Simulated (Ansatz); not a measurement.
Program: Ansatz. Geometries: PBE0-D4/def2-TZVP. ΔE: electronic, gas phase. CCSD(T)/CBS adds triple-zeta CCSD(T) − MP2 to the extrapolated MP2 energy (def2 sets, frozen cores). Functionals use def2-TZVPP. B3LYP here is the variant with VWN-RPA as its local correlation; programs differ in this. One conformer a species, not always the lowest.

Consider the cleavage of the Si–Si bond: `[SiH3][SiH2][SiH]1[CH2][AlH]1` + `O=C(O)O` → `O=C(O)O[SiH2][SiH3]` + `[CH2]1[AlH][SiH2]1`.

`[SiH3][SiH2][SiH]1[CH2][AlH]1`:

Z-matrix (Å, degrees):
```
Si
Si 1 2.338
H 1 1.488 2 110.0
H 1 1.489 2 111.4 3 120.3
H 1 1.488 2 109.8 3 -119.4
Si 2 2.324 1 110.4 3 59.2
H 2 1.493 1 109.7 3 -66.0
H 2 1.494 1 108.7 3 177.0
Al 6 2.327 2 116.2 1 103.1
C 6 1.934 2 113.5 1 162.5
H 6 1.491 2 112.5 1 -62.0
H 9 1.580 6 164.6 2 -75.9
H 10 1.089 6 118.6 2 18.8
H 10 1.097 6 111.7 2 146.9
```

`O=C(O)O`:

```xyz
6

O     0.892    0.845   -0.478
C     0.079    0.075   -0.043
O    -0.698    0.287    1.017
O    -0.191   -1.129   -0.541
H    -0.472    1.165    1.347
H     0.390   -1.243   -1.303
```

`O=C(O)O[SiH2][SiH3]`:

Z-matrix (Å, degrees):
```
Si
O 1 1.706
Si 1 2.340 2 111.3
H 1 1.485 2 107.9 3 124.0
H 1 1.482 2 101.7 3 -121.1
C 2 1.317 1 117.0 3 -48.6
H 3 1.482 1 111.3 2 94.7
H 3 1.486 1 109.1 2 -27.4
H 3 1.490 1 108.7 2 -145.4
O 6 1.330 2 110.6 1 -179.1
O 6 1.208 2 124.8 1 1.1
H 10 0.965 6 106.5 2 -179.9
```

`[CH2]1[AlH][SiH2]1`:

Z-matrix (Å, degrees):
```
C
Si 1 1.924
Al 1 1.951 2 73.8
H 1 1.089 2 119.6 3 126.4
H 1 1.098 2 111.0 3 -105.5
H 2 1.489 1 112.6 3 -109.3
H 2 1.489 1 117.3 3 122.4
H 3 1.581 1 142.0 2 178.7
```

```csv
level,ΔE (kcal/mol),difference from CCSD(T)/CBS
PBE-D4,-7.7,5.5
r2SCAN-D4,-11.5,1.7
PBE0-D4,-8.9,4.3
B3LYP-D4,-13.5,-0.3
ωB97X-V,-13.8,-0.6
ωB97M-V,-14.5,-1.3
B2PLYP,-14.2,-1.0
PBE,-7.9,5.3
r2SCAN,-11.5,1.7
PBE0,-9.1,4.1
B3LYP,-13.9,-0.7
HF/def2-TZVPP,-18.8,-5.6
MP2/def2-TZVPP,-13.5,-0.3
SCS-MP2/def2-TZVPP,-15.1,-1.9
CCSD/def2-TZVPP,-14.0,-0.8
CCSD(T)/def2-TZVPP,-13.1,0.1
HF/def2-QZVPP,-19.3,-6.1
MP2/def2-QZVPP,-13.7,-0.5
SCS-MP2/def2-QZVPP,-15.3,-2.1
HF/CBS(def2),-19.3,-6.1
MP2/CBS(def2),-13.6,-0.4
CCSD/CBS(def2),-14.1,-0.9
CCSD(T)/CBS,-13.2,0
```

Largest T1 diagnostic among the species: 0.015.

From PBE to PBE0 (25 % exact exchange), in def2-TZVPP and without D4, ΔE moves by −1.2 kcal/mol. In def2-TZVPP, CCSD(T) changes the Hartree–Fock value by +5.7 kcal/mol (the triples alone add +0.9 kcal/mol) and MP2 by +5.3 kcal/mol.
